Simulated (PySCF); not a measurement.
SMILES Fc1ccsc1-c1sccc1F (C8H4F2S2) (GFN2-xTB optimised geometry):

```
16

F     -1.382    -2.209     0.000
C     -0.075    -1.901     0.000
C      0.934    -2.882     0.000
C      2.171    -2.320     0.000
S      2.119    -0.604     0.000
C      0.382    -0.604     0.000
C     -0.382     0.604     0.000
S     -2.120     0.604     0.000
C     -2.171     2.320     0.000
C     -0.934     2.882     0.000
C      0.075     1.901     0.000
F      1.382     2.209     0.000
H      0.732    -3.936     0.000
H      3.120    -2.815     0.000
H     -3.120     2.816     0.000
H     -0.732     3.936     0.000
```

Calculation: PBE0/def2-TZVP (PySCF).

Question: What are the frontier orbital energies and the dipole moment?

Answer: HOMO-2 -7.42 eV, HOMO-1 -7.36 eV, HOMO -6.05 eV, LUMO -1.41 eV, LUMO+1 -0.03 eV; dipole moment 0.00 D.

On the same geometry PBE/def2-TZVP (PySCF) gives HOMO-2 -6.30 eV, HOMO-1 -6.23 eV, HOMO -5.12 eV, LUMO -2.12 eV, LUMO+1 -0.93 eV; dipole moment 0.00 D.

Meta-Löwdin charges at PBE0/def2-TZVP: F1 -0.26, C2 0.25, C3 -0.18, C4 -0.26, S5 0.32, C6 -0.17, C7 -0.17, S8 0.32, C9 -0.26, C10 -0.18, C11 0.25, F12 -0.26, H13 0.15, H14 0.15, H15 0.15, H16 0.15.
